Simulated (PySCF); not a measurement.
Task: Give a PBE0-D3(BJ)/def2-SVP geometry of 1,2,3,4-tetrahydroquinoline (`C1=CC=C2NCCCC2=C1`).

Result: 
Z-matrix in Å and degrees, rows numbered from 1:
```
C 
C   1  1.3949
C   2  1.3889  1  120.29
C   3  1.4061  2  120.96  1    -0.31
C   4  1.4133  3  119.04  2     0.00
C   1  1.3931  2  118.84  3     0.14
C   5  1.5087  4  119.77  3  -178.87
C   7  1.5233  5  111.85  4   -21.69
C   8  1.5200  7  110.11  5    48.87
N   4  1.3798  3  120.31  2   178.15
H   1  1.0917  2  120.70  3  -179.70
H   2  1.0929  1  120.28  3   179.78
H   3  1.0940  2  120.09  1   179.39
H   6  1.0944  1  119.64  2  -179.82
H   7  1.1055  5  109.40  4    99.46
H   7  1.1016  5  109.81  4  -144.75
H   8  1.1005  7  110.84  5   170.78
H   8  1.1026  7  109.87  5   -70.70
H   9  1.1112  8  109.13  7    64.76
H   9  1.1014  8  110.41  7  -178.12
H  10  1.0104  4  115.82  3    16.61
```

The C–C distances run from 1.389 Å (C2–C3, aromatic) to 1.523 Å (C7–C8, drawn single), a spread of 0.134 Å. The 6-membered ring C4–C5–C7–C8–C9–N10 has internal angles of 109.5° to 121.0° (sum 693°, against 720° for a flat polygon); it is puckered, 0.19 Å rms from its mean plane, widest ring torsion 58°. Of the pairs four or more bonds apart, H13···H21 is among the closest relative to their van der Waals radii: 2.36 Å, 98 % of the sum of Bondi's values. N10 (aniline-type nitrogen) has angles 121.0°, 116.9° and 115.8°, sum 353.8°, 0.18 Å off the plane of its three neighbours.

Level of theory: PBE0-D3(BJ)/def2-SVP geometry optimisation, gas phase (PySCF 2.14.0).

Point group: C1 (no symmetry element, even within 0.4 Å). No frequency check. One conformer, not necessarily the lowest (C4–C5–C7–C8 -22°, C5–C7–C8–C9 49°, C7–C8–C9–N10 -58°, C8–C9–N10–C4 42°).

Time: 1.7 min. Hardware: one thread of an Arm Neoverse V2, shared host. That covers the optimisation of the geometry.
